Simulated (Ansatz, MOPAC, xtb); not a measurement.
The molecule CoF+, multiplicity 4 (lowest of 2S+1 = 2, 4, 6 at CCSD(T)/def2-TZVPP on PBE0 minima; our sources give no spin for the ground state, which may be another). No spin–orbit coupling. Co is treated without relativity.

The constants come from a fifth-degree fit in 1/R (seven points, main isotopes). Runs in def2 and cc sets follow the lowest solution found near the PBE0 minimum.

The values were computed with Ansatz (a quantum-chemistry and plane-wave program); MOPAC for PM6, PM7 (differences of heats of formation); xtb for the GFN methods. Values without a source in brackets are computed. The GFN methods have no spin term and hold the electronic entropy of 300 K.

```json
[
 {"level": "PM6", "r_e (Å)": "1.683", "ω_e (cm⁻¹)": "804", "B_e (cm⁻¹)": "0.414", "α_e (cm⁻¹)": "0.0021"},
 {"level": "PM7", "r_e (Å)": "1.689", "ω_e (cm⁻¹)": "814", "B_e (cm⁻¹)": "0.411", "α_e (cm⁻¹)": "0.0027"},
 {"level": "GFN1-xTB", "r_e (Å)": "1.613", "ω_e (cm⁻¹)": "671", "B_e (cm⁻¹)": "0.451", "α_e (cm⁻¹)": "0.0045"},
 {"level": "SVWN5/def2-TZVPP", "r_e (Å)": "1.651", "ω_e (cm⁻¹)": "776", "B_e (cm⁻¹)": "0.431", "α_e (cm⁻¹)": "0.0032"},
 {"level": "PBE/def2-TZVPP", "r_e (Å)": "1.693", "ω_e (cm⁻¹)": "725", "B_e (cm⁻¹)": "0.409", "α_e (cm⁻¹)": "0.0031"},
 {"level": "r2SCAN/def2-TZVPP", "r_e (Å)": "1.685", "ω_e (cm⁻¹)": "763", "B_e (cm⁻¹)": "0.413", "α_e (cm⁻¹)": "0.0029"},
 {"level": "B97M-V/def2-TZVPP", "r_e (Å)": "1.689", "ω_e (cm⁻¹)": "764", "B_e (cm⁻¹)": "0.411", "α_e (cm⁻¹)": "0.0028"},
 {"level": "B3LYP/def2-TZVPP", "r_e (Å)": "1.693", "ω_e (cm⁻¹)": "755", "B_e (cm⁻¹)": "0.409", "α_e (cm⁻¹)": "0.0028"},
 {"level": "PBE0/def2-TZVPP", "r_e (Å)": "1.686", "ω_e (cm⁻¹)": "769", "B_e (cm⁻¹)": "0.413", "α_e (cm⁻¹)": "0.0027"},
 {"level": "BHLYP/def2-TZVPP", "r_e (Å)": "1.699", "ω_e (cm⁻¹)": "777", "B_e (cm⁻¹)": "0.407", "α_e (cm⁻¹)": "0.0026"},
 {"level": "CAM-B3LYP/def2-TZVPP", "r_e (Å)": "1.683", "ω_e (cm⁻¹)": "780", "B_e (cm⁻¹)": "0.414", "α_e (cm⁻¹)": "0.0027"},
 {"level": "wB97X-V/def2-TZVPP", "r_e (Å)": "1.686", "ω_e (cm⁻¹)": "776", "B_e (cm⁻¹)": "0.413", "α_e (cm⁻¹)": "0.0026"},
 {"level": "wB97M-V/def2-TZVPP", "r_e (Å)": "1.693", "ω_e (cm⁻¹)": "770", "B_e (cm⁻¹)": "0.409", "α_e (cm⁻¹)": "0.0026"},
 {"level": "B2PLYP/def2-TZVPP", "r_e (Å)": "1.691", "ω_e (cm⁻¹)": "764", "B_e (cm⁻¹)": "0.410", "α_e (cm⁻¹)": "0.0027"},
 {"level": "CCSD/def2-TZVPP", "r_e (Å)": "1.696", "ω_e (cm⁻¹)": "772", "B_e (cm⁻¹)": "0.408", "α_e (cm⁻¹)": "0.0026"},
 {"level": "CCSD(T)/def2-TZVPP", "r_e (Å)": "1.695", "ω_e (cm⁻¹)": "766", "B_e (cm⁻¹)": "0.408", "α_e (cm⁻¹)": "0.0027"}
]
```

Correlated levels freeze the inner cores; with def2 sets outer-core shells near the valence are correlated too. The state that PM6, PM7 reach isn't checked; PM7 holds dispersion and hydrogen-bond terms.

Doubts at one or more of the structures used: a spin-contaminated determinant (PM7).
